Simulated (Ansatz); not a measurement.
Relaxation of H4Au2⁺ with UKS PBE0-D4/def2-TZVP.

```sh
$ ansatz run in.yaml --threads 4 --pin off --events-out ev --progress --plain --max-ram 3916MiB
```

```yaml
crystal:
  periodic: [false, false, false]
  atoms:
    - {symbol: Au, position_ang: [-1.619200, -2.010200, -1.037300]}
    - {symbol: Au, position_ang: [0.000000, 0.000000, 0.000000]}
    - {symbol: H, position_ang: [-2.845900, -2.948900, -1.814900]}
    - {symbol: H, position_ang: [1.068400, 0.487000, 1.305500]}
    - {symbol: H, position_ang: [0.330400, 1.691600, 0.320800]}
    - {symbol: H, position_ang: [-0.870500, -3.213500, -2.142700]}
basis:
  gaussian: {orbitals: def2-TZVP}
total_charge: 1
magnetization: {spin_polarized: true, initial_magnetization: 1}
hamiltonian: {xc: pbe0, dispersion: d4}
scf: {omitted_lower_state_checks: [starts]}
output: {orbitals: {seedname: orbitals}}
relax: {f_tol: 0.02, max_steps: 100}
```

Hardware: 4 threads of Arm Neoverse V2 on a shared host. Wall time 27 s.

Positions (Å) and forces (eV/Å) at steps 1, 2, 3, 4, 5, 6, 7, 8, 9, 10, 12 of 12:

```xyz
6
step=1 energy=-7440.3089 eV
Au   -1.619   -2.010   -1.037    0.145   -2.322   -2.213
Au    0.000    0.000    0.000    1.379    1.918    1.628
H    -2.846   -2.949   -1.815    1.297    0.572    0.547
H     1.068    0.487    1.306   -1.507    0.140   -1.870
H     0.330    1.692    0.321    0.105   -2.217    0.196
H    -0.871   -3.213   -2.143   -1.419    1.908    1.713
6
step=2 energy=-7441.4869 eV
Au   -1.585   -2.084   -1.127   -0.593    0.779    0.556
Au    0.033    0.034    0.045   -0.472   -0.714   -0.499
H    -2.751   -2.948   -1.805    0.481    0.031    0.086
H     0.965    0.564    1.175    0.012    0.680   -0.022
H     0.382    1.533    0.385    0.384   -0.191    0.437
H    -0.981   -3.094   -2.040    0.188   -0.585   -0.558
6
step=3 energy=-7441.9621 eV
Au   -1.603   -1.994   -1.089   -0.180   -0.078   -0.060
Au   -0.015   -0.066   -0.005   -0.805   -1.414   -0.955
H    -2.644   -2.962   -1.796    0.192   -0.111   -0.072
H     0.880    0.704    1.077    0.285    1.135    0.256
H     0.469    1.383    0.478    0.714    0.469    0.835
H    -1.024   -3.060   -2.034   -0.206   -0.002   -0.003
6
step=4 energy=-7441.6440 eV rejected
Au   -1.631   -1.972   -1.077   -0.111   -0.458   -0.355
Au   -0.050   -0.144   -0.049   -0.686   -1.205   -0.795
H    -2.592   -2.998   -1.817    0.227   -0.126   -0.104
H     0.837    0.882    1.010    3.653   -4.402    5.416
H     0.577    1.304    0.609   -2.653    6.011   -4.358
H    -1.078   -3.066   -2.045   -0.431    0.180    0.196
6
step=5 energy=-7442.2490 eV
Au   -1.635   -1.983   -1.085   -0.074   -0.093   -0.068
Au   -0.036   -0.122   -0.031   -0.331   -0.592   -0.379
H    -2.594   -3.007   -1.823    0.163   -0.174   -0.136
H     0.885    0.800    1.077    0.134    0.621    0.089
H     0.529    1.384    0.538    0.414    0.248    0.475
H    -1.085   -3.066   -2.043   -0.307   -0.011    0.019
6
step=6 energy=-7442.3864 eV
Au   -1.654   -1.986   -1.087   -0.013    0.218    0.164
Au   -0.053   -0.146   -0.041   -0.195   -0.234   -0.128
H    -2.540   -3.058   -1.865    0.276   -0.217   -0.188
H     0.905    0.881    1.086    0.456   -0.243    0.605
H     0.584    1.410    0.594   -0.115    0.733   -0.294
H    -1.178   -3.094   -2.057   -0.408   -0.257   -0.159
6
step=7 energy=-7442.5961 eV
Au   -1.661   -1.973   -1.083    0.206    0.723    0.543
Au   -0.068   -0.145   -0.028   -0.083    0.064    0.075
H    -2.446   -3.111   -1.910    0.470   -0.452   -0.413
H     0.937    0.921    1.113    0.215   -0.132    0.268
H     0.618    1.454    0.617   -0.050    0.312   -0.160
H    -1.316   -3.140   -2.078   -0.758   -0.515   -0.312
6
step=8 energy=-7442.9120 eV
Au   -1.641   -1.943   -1.067    0.359    0.987    0.731
Au   -0.089   -0.122    0.002   -0.005    0.233    0.192
H    -2.335   -3.175   -1.969   -0.592   -0.571   -0.372
H     0.967    0.965    1.134    0.224   -0.308    0.306
H     0.656    1.492    0.643   -0.155    0.335   -0.302
H    -1.495   -3.210   -2.111    0.169   -0.676   -0.555
6
step=9 energy=-7443.0761 eV
Au   -1.560   -1.909   -1.065    0.163   -0.057   -0.099
Au   -0.119   -0.031    0.090   -0.005    0.157    0.147
H    -2.385   -3.286   -2.040   -0.394    0.065    0.116
H     1.021    1.024    1.172    0.117   -0.316    0.202
H     0.713    1.557    0.676   -0.168    0.228   -0.272
H    -1.607   -3.349   -2.201    0.288   -0.078   -0.094
6
step=10 energy=-7443.1274 eV
Au   -1.383   -1.950   -1.149    0.074   -0.005   -0.031
Au   -0.099   -0.003    0.109   -0.018    0.000    0.011
H    -2.444   -3.238   -1.983   -0.018    0.041    0.040
H     0.996    1.032    1.197    0.003   -0.050    0.024
H     0.687    1.580    0.689   -0.036    0.018   -0.044
H    -1.693   -3.415   -2.231   -0.005   -0.004    0.000
6
step=12 energy=-7443.1349 eV
Au   -1.277   -1.975   -1.200   -0.003    0.002    0.002
Au   -0.050   -0.020    0.086    0.005   -0.002   -0.002
H    -2.463   -3.201   -1.918    0.003    0.004    0.004
H     0.943    1.044    1.228   -0.003   -0.002    0.002
H     0.663    1.578    0.683   -0.001    0.004    0.000
H    -1.753   -3.420   -2.248   -0.002   -0.005   -0.005
```

In the def2 sets Au takes a core potential; there is no spin–orbit coupling. In the doublet, H4 and H5 lie 0.81 Å apart, H3 and H6 lie 0.81 Å apart (atoms count from 1), so H2 has formed as a molecule. No other spin state of charge 1 was run. The structure comes from a short search, and lower isomers may exist.
